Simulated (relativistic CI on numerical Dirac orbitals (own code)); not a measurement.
**Level scheme of Cu V**

Calculated at this level of theory: Dirac-Coulomb-Breit CI, orbitals from a KLI potential per configuration, model QED, valence Slater integrals scaled by 0.85, configuration energies shifted to the measured levels that pair with them (semi-empirical) (own radial code, finite nucleus).

CI space (outside the closed core [Ne]): 3s2.3p6.3d7, 3s2.3p6.3d6.4s, 3s2.3p6.3d6.4p, 3s2.3p5.3d8, 3s2.3p6.3d6.4d, 3s2.3p6.3d6.5s, 3s2.3p6.3d6.5p, 3s2.3p6.3d5.4s2, 3s2.3p6.3d6.4f, 3s2.3p6.3d6.5d, 3s2.3p6.3d5.4s.4p, 3s2.3p6.3d6.5f, 3s2.3p6.3d6.5g, 3s2.3p4.3d9, 3s.3p6.3d8, 3s2.3p6.3d5.4p2, 3s2.3p6.3d5.4s.4d. Levels of other configurations are missing.

```csv
No.,Configuration,Term,J,E (eV),%,Lifetime (s),jj configuration (%)
41,3s2.3p6.3d6.4s,2H,9/2,28.0059,90,4.03e-05,3d3/2^2 3d5/2^4 4s (56)
42,3s2.3p6.3d6.4s,4G,11/2,28.0660,69,6.56e-05,3d3/2^2 3d5/2^4 4s (72)
43,3s2.3p6.3d6.4s,4G,9/2,28.1286,86,8.52e-05,3d3/2^3 3d5/2^3 4s (41)
44,3s2.3p6.3d6.4s,4G,7/2,28.1677,84,8.50e-05,3d3/2^2 3d5/2^4 4s (53)
45,3s2.3p6.3d6.4s,4G,5/2,28.1779,88,8.36e-05,3d3/2^2 3d5/2^4 4s (51)
46,3s2.3p6.3d6.4s,2P,3/2,28.3252,91,3.61e-05,3d3/2^3 3d5/2^3 4s (29)
47,3s2.3p6.3d6.4s,2F,7/2,28.4295,83,3.53e-05,3d3/2^2 3d5/2^4 4s (35)
48,3s2.3p6.3d6.4s,2F,5/2,28.5627,93,3.43e-05,3d3/2^2 3d5/2^4 4s (53)
49,3s2.3p6.3d6.4s,2P,1/2,28.6632,95,3.48e-05,3d3/2^3 3d5/2^3 4s (37)
50,3s2.3p6.3d6.4s,2G,9/2,28.8444,96,3.59e-05,3d3/2^2 3d5/2^4 4s (48)
51,3s2.3p6.3d6.4s,2G,7/2,28.9792,92,3.54e-05,3d3/2^2 3d5/2^4 4s (52)
52,3s2.3p6.3d6.4s,2I,13/2,29.1412,99,6.16e-05,3d3/2^2 3d5/2^4 4s (67)
53,3s2.3p6.3d6.4s,2I,11/2,29.1508,99,6.26e-05,3d3/2^2 3d5/2^4 4s (71)
54,3s2.3p6.3d6.4s,4D,3/2,29.2661,98,9.69e-05,3d3/2^2 3d5/2^4 4s (48)
55,3s2.3p6.3d6.4s,4D,5/2,29.2692,98,9.68e-05,3d3/2^2 3d5/2^4 4s (39)
56,3s2.3p6.3d6.4s,4D,1/2,29.2738,98,9.53e-05,3d3/2^2 3d5/2^4 4s (57)
57,3s2.3p6.3d6.4s,4D,7/2,29.2980,99,9.75e-05,3d3/2^3 3d5/2^3 4s (54)
58,3s2.3p6.3d6.4s,2G,9/2,29.4926,97,5.77e-05,3d3/2^2 3d5/2^4 4s (43)
59,3s2.3p6.3d6.4s,2G,7/2,29.5049,95,5.71e-05,3d3/2^2 3d5/2^4 4s (42)
60,3s2.3p6.3d6.4s,2D,3/2,30.0549,99,2.93e-05,3d3/2^2 3d5/2^4 4s (49)
61,3s2.3p6.3d6.4s,2D,5/2,30.0879,99,2.77e-05,3d3/2^3 3d5/2^3 4s (47)
62,3s2.3p6.3d6.4s,2S,1/2,30.3779,96,5.28e-05,3d3/2^2 3d5/2^4 4s (31)
63,3s2.3p6.3d6.4s,2D,5/2,30.7783,98,5.16e-05,3d3/2^2 3d5/2^4 4s (30)
64,3s2.3p6.3d6.4s,2D,3/2,30.7877,98,4.74e-05,3d3/2 3d5/2^5 4s (32)
65,3s2.3p6.3d6.4s,2F,7/2,31.7389,97,4.58e-05,3d3/2^3 3d5/2^3 4s (69)
66,3s2.3p6.3d6.4s,2F,5/2,31.7426,97,4.95e-05,3d3/2^3 3d5/2^3 4s (68)
67,3s2.3p6.3d6.4s,4P,1/2,32.7136,99,6.09e-05,3d5/2^2 4s (38)
68,3s2.3p6.3d6.4s,4F,3/2,32.8215,99,5.32e-05,3d3/2^2 3d5/2^4 4s (64)
69,3s2.3p6.3d6.4s,4F,9/2,32.8269,99,5.25e-05,3d3/2^2 3d5/2^4 4s (66)
70,3s2.3p6.3d6.4s,4P,3/2,32.8362,98,5.99e-05,3d3/2^3 3d5/2^3 4s (73)
71,3s2.3p6.3d6.4s,4F,5/2,32.8457,97,5.29e-05,3d3/2^2 3d5/2^4 4s (39)
72,3s2.3p6.3d6.4s,4F,7/2,32.8559,97,5.25e-05,3d3/2^3 3d5/2^3 4s (43)
73,3s2.3p6.3d6.4s,4P,5/2,33.0597,99,6.01e-05,3d3/2^2 3d5/2^4 4s (55)
74,3s2.3p6.3d6.4p‡,6D°,9/2,33.1629,97,7.87e-10,3d3/2^3 3d5/2^3 4p3/2 (31)
75,3s2.3p6.3d6.4p‡,6D°,7/2,33.2050,94,7.88e-10,3d3/2^3 3d5/2^3 4p1/2 (26)
76,3s2.3p6.3d6.4p‡,6D°,5/2,33.2693,96,7.95e-10,3d3/2^3 3d5/2^3 4p1/2 (30)
77,3s2.3p6.3d6.4p‡,6D°,3/2,33.3225,97,7.99e-10,3d3/2^2 3d5/2^4 4p1/2 (35)
78,3s2.3p6.3d6.4p‡,6D°,1/2,33.3568,99,8.01e-10,3d3/2^3 3d5/2^3 4p1/2 (20)
79,3s2.3p6.3d6.4s,2P,1/2,33.5708,99,2.16e-05,3d3/2^3 3d5/2^3 4s (64)
80,3s2.3p6.3d6.4s,2F,7/2,33.6259,97,2.33e-05,3d3/2^2 3d5/2^4 4s (48)
81,3s2.3p6.3d6.4s,2F,5/2,33.6343,99,2.24e-05,3d3/2^2 3d5/2^4 4s (41)
82,3s2.3p6.3d6.4s,2P,3/2,33.8321,98,2.16e-05,3d3/2^2 3d5/2^4 4s (51)
83,3s2.3p6.3d6.4p‡,6F°,11/2,34.0270,100,6.47e-10,3d3/2^3 3d5/2^3 4p3/2 (47)
84,3s2.3p6.3d6.4p‡,6F°,9/2,34.0423,92,6.31e-10,3d3/2^3 3d5/2^3 4p3/2 (36)
85,3s2.3p6.3d6.4p‡,6F°,7/2,34.0488,90,6.08e-10,3d3/2^3 3d5/2^3 4p1/2 (31)
```

Energies count from the lowest computed level; ° marks odd parity; lifetimes are radiative, by E1, M1, E2 decay to levels of this space only. Filled j subshells are mostly left out of the jj labels. ‡ marks configurations that were not tied to measured data.

The mean weight of the leading LS term, summed over parents, in these 45 levels is 95 %, and that of the leading jj configuration (from the same eigenvectors) 47 %, so LS coupling describes them better.

Configurations whose levels could be paired with our table of measured levels were shifted onto them, all but the ground configuration, by the median error of their levels; single terms can still be off by 1,000 to 2,000 cm⁻¹ or more, and rates follow the energies as ν³ (E1, M1) or ν⁵ (E2). The others borrow a shift and can be off by several thousand cm⁻¹ or more. 63 of the 63 excited levels that our extract of the measured tables holds in this range could be paired (the sources list more); they are missed by 1329 cm⁻¹ on average and 6254 at most, after the shifts were fitted to these levels, and levels without a partner can miss by more.
